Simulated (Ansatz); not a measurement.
Molecule: C2H5BO2 (charge 0, singlet). 
Coordinates optimised at B3LYP-D3(BJ)/def2-TZVP (Ansatz, a quantum-chemistry and plane-wave program):
SMILES: C=CB(O)O
```xyz
10

C      2.0292     0.0201     0.3028
C      0.8568    -0.6031     0.4104
B     -0.5128    -0.0248    -0.0674
O     -0.6727     1.2027    -0.6590
O     -1.6268    -0.7923     0.1158
H      2.1242     1.0086    -0.1392
H      2.9586    -0.4180     0.6481
H      0.8474    -1.5902     0.8649
H      0.1416     1.7019    -0.7644
H     -2.4280    -0.3631    -0.2056
```

Quantity: vertical ionisation energy (to the doublet state of charge +1; each state is the SCF solution reached for its spin), in eV. Valence correlation only, unless marked. UHF or UKS for open shells. No spin-orbit coupling. No relativistic terms. Basis-set limits of correlation are two-point, X^-3; Hartree-Fock from the larger set. [CCSD(T)-MP2]/basis is that difference in the basis named.

```tsv
level	program	vertical ionisation energy (eV)	minus last row
HF/aug-cc-pVDZ	Ansatz	9.07	-1.68
SVWN5/def2-TZVPD	Ansatz	10.61	-0.14
PBE/def2-TZVPD	Ansatz	10.31	-0.44
B3LYP/def2-TZVPD	Ansatz	10.42	-0.33
PBE0/def2-TZVPD	Ansatz	10.39	-0.36
BHLYP/def2-TZVPD	Ansatz	10.24	-0.51
CAM-B3LYP/def2-TZVPD	Ansatz	10.49	-0.26
B2PLYP/def2-TZVPD	Ansatz	10.48	-0.27
MP2/aug-cc-pVTZ	Ansatz	10.77	0.02
RI-MP2/aug-cc-pVQZ	Ansatz	10.82	0.07
RI-MP2/CBS(aug-cc-pVTZ,aug-cc-pVQZ)	Ansatz	10.85	0.10
SCS-MP2/aug-cc-pVDZ	Ansatz	10.56	-0.19
CCSD/aug-cc-pVTZ	Ansatz	10.53	-0.22
RI-MP2/CBS(aug-cc-pVTZ,aug-cc-pVQZ)+[CCSD(T)-MP2]/aug-cc-pVDZ	Ansatz	10.76	0.01
RI-MP2/CBS(aug-cc-pVTZ,aug-cc-pVQZ)+[CCSD(T)-MP2]/aug-cc-pVTZ	Ansatz	10.75	0.00
```
